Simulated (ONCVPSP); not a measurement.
# Reading a pseudo-wave (hydrogen)

Columns: radius, all-electron u(r) and pseudo u(r) of the 1s shell (level -6.35 eV) of hydrogen in the configuration 1s1; LDA (Perdew-Wang 92), scalar-relativistic, ONCV scheme, ONCVPSP 4.0.1.

| r (bohr) | all-electron | pseudo |
| --- | --- | --- |
| 0.045 | 0.0796 | 0.0675 |
| 0.090 | 0.1523 | 0.1338 |
| 0.135 | 0.2184 | 0.1979 |
| 0.180 | 0.2783 | 0.2590 |
| 0.225 | 0.3326 | 0.3166 |
| 0.270 | 0.3816 | 0.3702 |
| 0.315 | 0.4257 | 0.4195 |
| 0.360 | 0.4652 | 0.4642 |
| 0.405 | 0.5005 | 0.5039 |
| 0.450 | 0.5319 | 0.5385 |
| 0.495 | 0.5596 | 0.5678 |
| 0.540 | 0.5840 | 0.5923 |
| 0.585 | 0.6054 | 0.6124 |
| 0.630 | 0.6239 | 0.6290 |
| 0.675 | 0.6397 | 0.6429 |
| 0.720 | 0.6532 | 0.6547 |
| 0.765 | 0.6644 | 0.6649 |
| 0.810 | 0.6735 | 0.6737 |
| 0.855 | 0.6808 | 0.6808 |
| 0.900 | 0.6864 | 0.6864 |
| 0.945 | 0.6904 | 0.6904 |
| 0.990 | 0.6929 | 0.6929 |
| 1.035 | 0.6941 | 0.6941 |
| 1.080 | 0.6941 | 0.6941 |
| 1.125 | 0.6929 | 0.6929 |
| 1.170 | 0.6908 | 0.6908 |

(1) How many radial nodes do the two functions have?

(2) At about which radius was the pseudo-wave matched?

(3) Is the pseudo-wave norm-conserving?

Results:

(1) The all-electron 1s function has n − l − 1 = 0; the pseudo-wave has 0.

(2) 0.90 bohr. The columns agree to 0.0005 from 0.81 bohr on; several derivatives are matched, so the curves merge somewhat inside the radius.

(3) Yes: the ONCV scheme keeps the norm inside the radius equal to the all-electron one, which fixes the energy derivative of the logarithmic derivative at the level.
